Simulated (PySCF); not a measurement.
# Two-component Hartree-Fock for Yb⁴⁺ (ytterbium, charge +4)

Start: [Xe] 4f12; 4f5/2 filled at m_j = -5/2, -3/2, -1/2, +1/2, +3/2, +5/2; 4f7/2 filled at m_j = -3/2, -1/2, +1/2, +3/2, +5/2, +7/2. Calculated with PySCF 2.14 in x2c-TZVPall-2c: generalised Hartree-Fock with the X2C-1e Hamiltonian and a Gaussian nucleus; one run each with spin-orbit coupling (SO) switched off, then screened by Boettger's factors.

| spinor shell | electrons | ε, spin-free (eV) | ε, screened SO (eV) | weight of nominal j (screened SO) | rms radius, screened SO (bohr) |
| --- | --- | --- | --- | --- | --- |
| 1s1/2 | 2 | -61704.0 | -61688.5 | 1.000 | 0.0223 |
| 2s1/2 | 2 | -10634.8 | -10630.0 | 1.000 | 0.0901 |
| 2p1/2 | 2 | -9378.3 | -10122.0 | 1.000 | 0.0768 |
| 3s1/2 | 2 | -2499.8 | -2498.2 | 1.000 | 0.231 |
| 3p1/2 | 2 | -2114.0 | -2274.5 | 1.000 | 0.222 |
| 3p3/2 | 4 | -2114.0 | -2046.4 | 1.000 | 0.237 |
| 3d3/2 | 4 | -1640.7 | -1670.1 | 1.000 | 0.210 |
| 3d5/2 | 6 | -1640.7 | -1619.7 | 1.000 | 0.214 |
| 4s1/2 | 2 | -566.61 | -566.17 | 1.000 | 0.518 |
| 4p1/2 | 2 | -437.09 | -474.79 | 0.998 | 0.529 |
| 4p3/2 | 4 | -437.09 | -421.09 | 0.999 | 0.561 |
| 4d3/2 | 4 | -262.96 | -270.65 | 0.982 | 0.594 |
| 4d5/2 | 6 | -262.96 | -257.53 | 0.988 | 0.606 |
| 5s1/2 | 2 | -116.08 | -116.02 | 1.000 | 1.25 |
| 5p1/2 | 2 | -80.918 | -86.489 | 0.993 | 1.37 |
| 5p3/2 | 4 | -80.918 | -78.565 | 0.996 | 1.47 |
| 4f5/2 | 6 | -71.306 | -72.559 | 0.909 | 0.757 |
| 4f7/2 | 6 | -71.306 | -69.913 | 0.923 | 0.771 |

**Question.** Where does 2p3/2 lie, and what is the 2p spin-orbit splitting (screened SO)?

**Answer.** At -9069.8 eV, 1052.3 eV above 2p1/2.

```
   quantity     spin-free   screened SO
E (hartree)  -14046.30827  -14059.49952
        M_J             6             6
       ⟨J²⟩        42.007        42.007
       ⟨L²⟩        30.006        30.198
       ⟨S²⟩         2.001         2.080
```

Each row is a mean over spinors that exchange with the open shell spreads, by up to 14.400 eV (4d5/2).

Breit and QED terms are absent; they matter most for the inner s and p1/2 levels.

Densities and radii are taken from the X2C orbitals without a picture-change correction, which distorts them close to the nucleus.

Without spin-orbit coupling the j labels of p, d and f shells carry no meaning; the spin-free column gives the mean over the occupied spinors of each nl shell.
